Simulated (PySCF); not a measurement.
Compound: C2H11O2Si3 (doublet state).
Geometry (GFN2-xTB, Å), atoms numbered from 1 in this order:
```xyz
18
C2H11O2Si3 angstrom
C      2.655    0.290   -0.125
C      1.447    0.004   -1.005
O      0.616   -0.964   -0.447
Si    -0.376   -0.879    0.853
Si    -2.073   -2.345    0.392
O     -0.956    0.655    0.931
Si    -1.285    2.165    0.464
H      3.205   -0.629    0.059
H      2.322    0.692    0.830
H      3.309    1.009   -0.609
H      1.769   -0.376   -1.982
H      0.876    0.931   -1.158
H     -3.001   -2.256    1.523
H     -2.920   -2.305   -0.813
H     -1.479   -3.684    0.408
H     -0.057    2.948    0.610
H     -2.351    2.606    1.357
H     -1.711    2.145   -0.939
```

The hyperfine couplings belong to this conformer and change with its torsions.

The species is `CCO[Si]([SiH3])O[SiH3]` [radical].

Computed with UKS B3LYP, pcH-1 on C H O Si, non-relativistic, mean-field spin-orbit, GIAO in PySCF 2.14.0. The structure is a single GFN2-xTB conformer in the gas phase; no vibrational or solvent corrections. Couplings are sensitive to structure, and on GFN2-xTB geometries they can be far from those on DFT ones, by a factor of two or more for some ions and for spin on atoms past the first row. No stability test was run, so a lower SCF solution isn't excluded.

Principal values of hyperfine tensors in MHz (contact, dipolar and spin–orbit terms together), for some of the nuclei:

```
atom  isotope       A1       A2       A3
 Si4     29Si  -744.37  -558.70  -553.58
 Si5     29Si  -261.48  -205.60  -201.74
 H14       1H    62.64    65.28    69.12
  O3      17O   -56.30     0.92     1.96
 H15       1H   -12.12   -10.35    -4.45
 Si7     29Si   -11.37    -6.91    -6.62
 H13       1H   -10.68    -8.84    -2.98
 H11       1H     5.38     5.53    10.21
```

Q: Split each tensor into its isotropic and traceless parts, and turn a_iso into mT with g = 2.0021.

A: a_iso is a third of the trace, T = A − a_iso, and a(mT) = a(MHz)/(g × 13.996). The tensors hold a spin–orbit part: the run splits a_iso into a_FC + a_SO, and T includes its anisotropic share.

```tsv
atom	a_iso (MHz)	a_FC	a_SO	a_iso (mT)	T1	T2	T3
Si4	-618.88	-619.74	0.86	-22.086	-125.49	60.18	65.30
Si5	-222.94	-223.18	0.24	-7.956	-38.54	17.34	21.20
H14	65.68	65.67	0.01	2.344	-3.04	-0.40	3.44
O3	-17.81	-17.72	-0.08	-0.635	-38.49	18.73	19.77
H15	-8.97	-8.98	0.00	-0.320	-3.15	-1.38	4.53
Si7	-8.30	-8.32	0.02	-0.296	-3.07	1.39	1.68
H13	-7.50	-7.50	0.00	-0.268	-3.18	-1.34	4.52
H11	7.04	7.04	0.00	0.251	-1.66	-1.51	3.17
```

Q: What spin density at the nucleus of H14 lies behind its contact coupling (g_N = 5.58569)?

A: a_FC = 800.24 MHz bohr³ × g_N × ρ(0)/(2S). With a_FC = 65.67 MHz and 2S = 1, ρ(0) = 0.01469 bohr⁻³. In magnitude that is 4.6 % of the 1/π = 0.318 of a free hydrogen atom.

Q: O6 (17O, g_N = -0.75752) isn't in the table. Its spin density at the nucleus is 0.07224 bohr⁻³. What is its contact coupling?

A: By the same relation, a_FC = -43.8 MHz. The spin–orbit term adds -0.06 MHz. Its full tensor has the principal values -63.81, -34.49, -33.23 MHz.

Q: Name the largest traceless tensor T of the table and describe it.

A: Si4: -125.5, 60.2, 65.3 MHz (the dipolar term alone has -124.6, 59.9, 64.7), nearly axial, close to the ratio +1:+1:−2, the form that spin in one p orbital centred on that nucleus gives (the nuclear moment is negative).

Q: In a single crystal, with the field along each principal axis of the tensor of H14 in turn, what first-order splitting does this nucleus give (isotropic g, quadrupole terms neglected)?

A: 2 lines (I = 1/2), spaced by |A_i|/(g × 13.996): 2.24, 2.33, 2.47 mT along the axes of A1, A2 and A3.
